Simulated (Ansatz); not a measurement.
Potential energy curve for CH (cation, charge +1), singlet.

Levels of theory: RKS-PBE = restricted PBE/cc-pVDZ (Ansatz, a quantum-chemistry and plane-wave program); UKS-PBE = unrestricted PBE/cc-pVDZ in Ansatz; UKS-B3LYP = unrestricted B3LYP/cc-pVDZ (Ansatz); FCI = full CI/cc-pVDZ, frozen core run with Ansatz.

Energies relative to the lowest point of each curve near equilibrium, in kJ/mol; the last columns give the error against full CI:

```csv
R / Å,RKS-PBE,UKS-PBE,UKS-B3LYP,FCI,RKS-PBE − FCI,UKS-PBE − FCI,UKS-B3LYP − FCI
0.84,259.3,253.1,242.4,247.2,12.1,5.9,-4.9
0.92,123.0,118.9,110.8,112.6,10.5,6.4,-1.8
0.97,70.0,67.1,60.6,61.2,8.8,5.9,-0.6
1.04,25.0,23.4,19.3,19.1,5.9,4.3,0.2
1.07,13.7,12.5,9.5,9.2,4.5,3.3,0.3
1.09,8.3,7.4,5.0,4.8,3.5,2.6,0.2
1.14,0.9,0.6,0.0,0.0,0.9,0.6,0.0
1.17,0.0,0.0,0.4,0.7,-0.7,-0.7,-0.3
1.19,0.6,0.8,1.9,2.4,-1.8,-1.6,-0.5
1.26,8.8,9.4,13.0,14.4,-5.6,-5.0,-1.4
1.33,23.8,24.6,30.6,33.1,-9.3,-8.4,-2.5
1.42,49.3,50.0,59.0,62.7,-13.4,-12.7,-3.7
1.55,92.1,91.9,105.1,109.9,-17.8,-18.0,-4.8
1.71,146.9,144.3,162.3,166.9,-20.0,-22.6,-4.6
1.88,202.2,195.3,218.3,220.5,-18.4,-25.2,-2.2
2.05,251.5,239.0,262.0,264.7,-13.2,-25.7,-2.7
2.31,313.2,278.4,299.3,314.2,-1.0,-35.8,-14.9
2.50,348.1,290.1,313.3,338.5,9.6,-48.4,-25.2
2.81,389.5,302.1,328.6,362.5,27.0,-60.4,-33.9
3.06,411.9,307.7,336.7,372.6,39.3,-64.9,-35.9
3.46,433.4,311.2,343.8,379.7,53.7,-68.5,-35.9
3.94,444.3,310.0,346.0,382.3,62.0,-72.3,-36.3
4.49,446.3,305.3,344.0,383.0,63.3,-77.7,-39.0
```

RKS-PBE is furthest from FCI at 4.49 (63.3 kJ/mol, above); its mean absolute error over the points is 17.5 kJ/mol.

UKS-PBE is furthest from FCI at 4.49 (-77.7 kJ/mol, below); its mean absolute error over the points is 25.1 kJ/mol.

UKS-B3LYP is furthest from FCI at 4.49 (-39.0 kJ/mol, below); its mean absolute error over the points is 10.9 kJ/mol.

The restricted form behind RKS-PBE keeps the bonding electrons paired and can't separate into open-shell fragments. The unrestricted determinant behind UKS-PBE, UKS-B3LYP is spin-contaminated at 0.84 to 4.49 Å (<S²> up to 1.0, against 0.00 for a pure singlet).
